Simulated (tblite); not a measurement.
Species: C₅H₁₀AsN.
Numbering: `[CH:1]#[C:2][C@@H:3]([CH2:4][AsH2:5])[NH:6][CH3:7]` (hydrogens: H8 on C1; H9 on C3; H10, H11 on C4; H12, H13 on As5; H14 on N6; H15, H16, H17 on C7)

Computed with GFN2-xTB (tblite), gas phase: L-BFGS steps from a force-field or distance-geometry start until the largest atomic force falls under 0.01 eV/Å.

Step 55: E = -571.4724 eV
```
atom  x, y, z in Å  |  force x, y, z in eV/Å
C1      1.1460    2.6493    0.7359    0.028  -0.004  -0.009
C2      0.5788    1.7257    0.2278   -0.063   0.024  -0.029
C3     -0.2113    0.6446   -0.3407    0.032  -0.025   0.022
C4      0.6908   -0.3935   -1.0166    0.005   0.040  -0.079
As5     1.3882   -1.6369    0.3665   -0.052  -0.015  -0.005
N6     -0.9193   -0.0060    0.7629    0.000   0.000   0.017
C7     -1.9515   -0.9272    0.3378    0.008   0.013   0.013
H8      1.6696    3.4510    1.1663    0.022  -0.031  -0.022
H9     -0.9102    1.0925   -1.0830    0.035  -0.068   0.075
H10     1.5036    0.0991   -1.5545   -0.029   0.022  -0.003
H11     0.1070   -0.9666   -1.7460    0.058   0.019   0.013
H12     2.3968   -0.6754    0.9022    0.008   0.050   0.023
H13     2.4606   -2.2027   -0.5481   -0.048   0.042   0.029
H14    -1.3255    0.7065    1.3637    0.030   0.006   0.010
H15    -1.4709   -1.7658   -0.1712   -0.097  -0.063  -0.025
H16    -2.4626   -1.3077    1.2207    0.010  -0.011  -0.025
H17    -2.6970   -0.4749   -0.3345    0.054   0.001  -0.009
```

Step 56: E = -571.4743 eV
```
atom  x, y, z in Å  |  force x, y, z in eV/Å
C1      1.1496    2.6528    0.7307    0.030   0.006   0.001
C2      0.5826    1.7237    0.2326   -0.063   0.002  -0.051
C3     -0.2062    0.6422   -0.3379    0.006  -0.006   0.036
C4      0.6919   -0.3944   -1.0206    0.008   0.047  -0.059
As5     1.3828   -1.6419    0.3615   -0.084  -0.040  -0.015
N6     -0.9170   -0.0106    0.7627    0.050  -0.037   0.054
C7     -1.9519   -0.9289    0.3379    0.018   0.028   0.004
H8      1.6705    3.4590    1.1566    0.021  -0.040  -0.022
H9     -0.9068    1.0931   -1.0747    0.019  -0.047   0.032
H10     1.5060    0.0945   -1.5597   -0.019   0.047   0.018
H11     0.1065   -0.9594   -1.7532    0.028  -0.015   0.004
H12     2.3707   -0.6724    0.9134    0.042   0.065   0.036
H13     2.4689   -2.1944   -0.5435   -0.034   0.041   0.027
H14    -1.3184    0.7000    1.3691    0.027   0.000  -0.002
H15    -1.4784   -1.7676   -0.1771   -0.074  -0.054  -0.027
H16    -2.4605   -1.3133    1.2203    0.004  -0.001  -0.013
H17    -2.6969   -0.4703   -0.3291    0.022   0.003  -0.025
```

Step 57: E = -571.4761 eV
```
atom  x, y, z in Å  |  force x, y, z in eV/Å
C1      1.1522    2.6563    0.7236    0.010  -0.021  -0.010
C2      0.5867    1.7210    0.2349   -0.028   0.026  -0.042
C3     -0.2000    0.6385   -0.3366   -0.026   0.006   0.036
C4      0.6944   -0.3951   -1.0283    0.013   0.039  -0.018
As5     1.3706   -1.6530    0.3523   -0.002  -0.001  -0.031
N6     -0.9117   -0.0173    0.7621    0.080  -0.070   0.077
C7     -1.9531   -0.9301    0.3400    0.019   0.027  -0.010
H8      1.6696    3.4677    1.1441    0.020  -0.046  -0.020
H9     -0.9028    1.0930   -1.0661   -0.010  -0.027  -0.020
H10     1.5139    0.0911   -1.5613   -0.018   0.064   0.033
H11     0.1096   -0.9494   -1.7683    0.005  -0.034   0.000
H12     2.3338   -0.6705    0.9361    0.006   0.011   0.011
H13     2.4841   -2.1805   -0.5400   -0.058   0.048   0.059
H14    -1.3062    0.6925    1.3745    0.029  -0.017  -0.013
H15    -1.4917   -1.7696   -0.1866   -0.060  -0.014  -0.009
H16    -2.4538   -1.3189    1.2256    0.003   0.010  -0.026
H17    -2.7023   -0.4635   -0.3168    0.018   0.000  -0.018
```

Step 58: E = -571.4776 eV
```
atom  x, y, z in Å  |  force x, y, z in eV/Å
C1      1.1561    2.6522    0.7229    0.029   0.025   0.014
C2      0.5823    1.7216    0.2366   -0.039  -0.042  -0.069
C3     -0.1994    0.6365   -0.3356   -0.047   0.013   0.020
C4      0.6999   -0.3890   -1.0325    0.012   0.011   0.057
As5     1.3706   -1.6431    0.3540   -0.089  -0.041  -0.018
N6     -0.9117   -0.0220    0.7618    0.111  -0.088   0.068
C7     -1.9563   -0.9329    0.3418    0.030   0.020  -0.010
H8      1.6747    3.4625    1.1421    0.031  -0.023  -0.008
H9     -0.9051    1.0879   -1.0606   -0.044   0.008  -0.076
H10     1.5192    0.0985   -1.5631   -0.001   0.092   0.043
H11     0.1221   -0.9437   -1.7753   -0.043  -0.057  -0.017
H12     2.3375   -0.6662    0.9286    0.047   0.058   0.042
H13     2.4748   -2.1794   -0.5326    0.013   0.013   0.006
H14    -1.3058    0.6904    1.3713    0.025  -0.030  -0.001
H15    -1.5063   -1.7815   -0.1805   -0.006   0.010  -0.008
H16    -2.4594   -1.3144    1.2285   -0.012   0.015  -0.010
H17    -2.7001   -0.4653   -0.3182   -0.018   0.018  -0.033
```

**Question.** Estimate the geometry and energy of step 59. (The exact step hangs on the optimiser's Hessian estimate; all steps are aligned on step 58, rigid shifts and turns removed.)

**Answer.** E = -571.4790 eV, largest force 0.109 eV/Å
```
atom  x, y, z in Å  |  force x, y, z in eV/Å
C1      1.1553    2.6512    0.7219    0.011  -0.003  -0.003
C2      0.5813    1.7212    0.2339   -0.015  -0.004  -0.045
C3     -0.2000    0.6355   -0.3369   -0.042   0.003   0.001
C4      0.7012   -0.3877   -1.0354    0.002  -0.005   0.060
As5     1.3662   -1.6456    0.3509   -0.011   0.000  -0.010
N6     -0.9085   -0.0244    0.7624    0.077  -0.067   0.038
C7     -1.9567   -0.9323    0.3434    0.021   0.007  -0.010
H8      1.6744    3.4613    1.1407    0.032  -0.021  -0.007
H9     -0.9074    1.0863   -1.0611   -0.042   0.000  -0.065
H10     1.5225    0.1025   -1.5608   -0.009   0.082   0.039
H11     0.1259   -0.9426   -1.7813   -0.029  -0.034  -0.002
H12     2.3339   -0.6683    0.9368   -0.006   0.014   0.014
H13     2.4791   -2.1764   -0.5318   -0.009   0.016   0.019
H14    -1.3028    0.6899    1.3700    0.033  -0.041   0.008
H15    -1.5114   -1.7821   -0.1818   -0.005   0.025   0.001
H16    -2.4570   -1.3134    1.2324   -0.013   0.014  -0.023
H17    -2.7030   -0.4630   -0.3141    0.005   0.015  -0.013
```

The energy changes by -0.0014 eV. The first-order estimate −F·Δx gives -0.0018 eV and the mean of the old and new forces, exact on a quadratic surface, -0.0014 eV. The step makes an angle of 71° with the force vector and moves no atom by more than 0.009 Å.

The cost below is that of the whole relaxation. Time: 0.65 s. Hardware: one thread of an Arm Neoverse V1, on a shared host.
